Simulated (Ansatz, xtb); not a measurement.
# Relative energy of two isomers of H8O2Si3

We compare X, `O[SiH](O)[SiH2][SiH3]`, a singlet, with Y, `O[Si](O)([SiH3])[SiH3]`, a singlet. Both are isolated molecules in the gas phase, relaxed with PBE0-D3(BJ)/def2-SVP; the shapes shown needn't be the lowest conformers.

X (Å):

```xyz
13

O    -1.9414    1.4842    1.7783
O    -1.5410    0.4818   -0.7826
Si   -0.9794    1.4950    0.4194
Si    1.1853    0.6706    0.7779
Si    1.9383   -0.1982   -1.2644
H    -1.9185    0.6811    2.3076
H    -1.0167    2.9165   -0.0276
H    -2.3786    0.7160   -1.1957
H     1.1564   -0.4161    1.8116
H     2.0917    1.7546    1.2739
H     3.3793   -0.5954   -1.1967
H     1.7829    0.8375   -2.3316
H     1.1225   -1.3961   -1.6239
```

Y (Å):

```xyz
13

O    -1.6190    0.4573    1.7938
O    -1.0470    2.5258    0.0332
Si   -1.2673    0.8775    0.2134
Si   -3.0586    0.3825   -1.2189
Si    0.7033   -0.3029   -0.2651
H    -2.4623    0.7691    2.1390
H    -0.2775    2.9025    0.4731
H    -2.7511    0.7938   -2.6230
H    -3.3264   -1.0900   -1.1996
H    -4.2994    1.0888   -0.7655
H     1.1001   -0.0633   -1.6882
H     1.8193    0.1673    0.6165
H     0.5111   -1.7717   -0.0635
```

Task: Which of the two would you expect CCSD(T)/def2-SVP + ΔMP2/def2-TZVPP electronic energies to favour?

Result: Structure X; the calculation gives E(Y) − E(X) = +3.7 kcal/mol.

The same difference at several levels:

```
                             level              geometry  E(Y) − E(X) (kcal/mol)  departure from the last row (kcal/mol)  job, with rough time for the two
              PBE0-D3(BJ)/def2-SVP  PBE0-D3(BJ)/def2-SVP                      +3.9                                    +0.2             optimisation, 1.8 min
                       HF/def2-SVP  PBE0-D3(BJ)/def2-SVP                      +4.4                                    +0.8           part of the CCSD(T) run
                      MP2/def2-SVP  PBE0-D3(BJ)/def2-SVP                      +4.8                                    +1.2           part of the CCSD(T) run
                  CCSD(T)/def2-SVP  PBE0-D3(BJ)/def2-SVP                      +4.5                                    +0.8                      single point
CCSD(T)/def2-SVP + ΔMP2/def2-TZVPP  PBE0-D3(BJ)/def2-SVP                      +3.7                                                        single point, 50 s
```

As drawn, both hold the same kinds of bond in the same numbers.

The levels shown agree on the order. The largest departure from CCSD(T)/def2-SVP + ΔMP2/def2-TZVPP is that of MP2/def2-SVP, 1.2 kcal/mol. Levels run at GFN2-xTB geometries aren't shown. The last row adds to CCSD(T) the change of the MP2 difference between the two basis sets, here −0.8 kcal/mol.

With thermal terms from frequencies at re-optimised GFN2-xTB minima (ideal gas, soft modes damped towards free rotors, one conformer each, 298.15 K, 1 atm): on the last row, ΔE + ΔZPE = +3.1, ΔH = +3.4, ΔG = +3.5 kcal/mol.

The correlated steps freeze 17 core orbitals. Run with Ansatz 0.2.0, xtb 6.7.1; the last row on 2 threads of Intel(R) Xeon(R) Platinum 8259CL CPU @ 2.50GHz (Skylake/Cascade Lake) on a shared host.
